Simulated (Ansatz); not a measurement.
CH6AlNSi, SMILES `N=[C]([AlH2])[SiH3]`, relaxed with RKS PBE-D4/def2-SVP in the Gaussian-basis code of Ansatz from a rough embedded geometry. The force threshold is 0.03 eV/Å; the program also tests the step.

Total charge 0; spin multiplicity 1.

Start:

```xyz
10

N    -0.765    1.553    0.333
C    -0.248    0.476    0.066
Al    0.483    0.083   -1.711
Si   -0.093   -0.840    1.360
H    -0.858    2.342   -0.411
H     0.432    1.145   -2.903
H     1.186   -1.392   -1.995
H    -1.139   -0.561    2.382
H     1.264   -0.677    2.030
H    -0.262   -2.129    0.847
```

How much energy does the relaxation release, and in how many steps? (Estimate.)

Computed: 13.25 kcal/mol, in 13 steps, 1 of them rejected.

Which bonds change most? (Best estimate.)

Computed: Si4–H10 from 1.398 to 1.509 Å; N1–C2 from 1.224 to 1.300 Å; C2–Si4 from 1.851 to 1.912 Å; Al3–H7 from 1.658 to 1.603 Å.

Give the relaxed structure. (Estimate.)

The calculation gave: 
```xyz
10

N    -0.931    1.510    0.220
C    -0.246    0.422    0.026
Al    0.636    0.107   -1.753
Si   -0.141   -0.805    1.489
H    -0.925    2.111   -0.637
H     0.381    1.321   -2.773
H     1.492   -1.191   -2.144
H    -0.913   -0.333    2.689
H     1.311   -0.997    1.851
H    -0.663   -2.145    1.032
```
